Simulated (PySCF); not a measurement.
C5H6Se, SMILES C#C[C@H]1C[C@H]1[SeH].

Coordinates come from a PBE0-D3(BJ)/def2-SVP optimisation. The structure was generated by enumeration; whether it is a known compound was not checked. The values are those of a single conformer.

Two levels are set side by side: PBE/def2-TZVP (PySCF) and PBE0/def2-TZVP (PySCF). Same geometry, gas phase. Differences are taken from unrounded values.

```csv
quantity,PBE0,PBE,PBE minus PBE0
orbital gap (eV),6.63,4.55,-2.08
highest occupied level (eV),-6.54,-5.39,1.15
lowest empty level (eV),0.09,-0.84,-0.93
dipole moment (D),1.34,1.32,-0.02
mean polarisability (bohr³),79.6,81.8,2.3
```

Without exact exchange PBE keeps part of each electron's self-repulsion, which lifts occupied levels and narrows the gap. Differences between two approximate levels are no errors against the true value.

Rough cost on one machine, each run with all the roots and properties that it gave: PBE0 against PBE within a factor of 2.
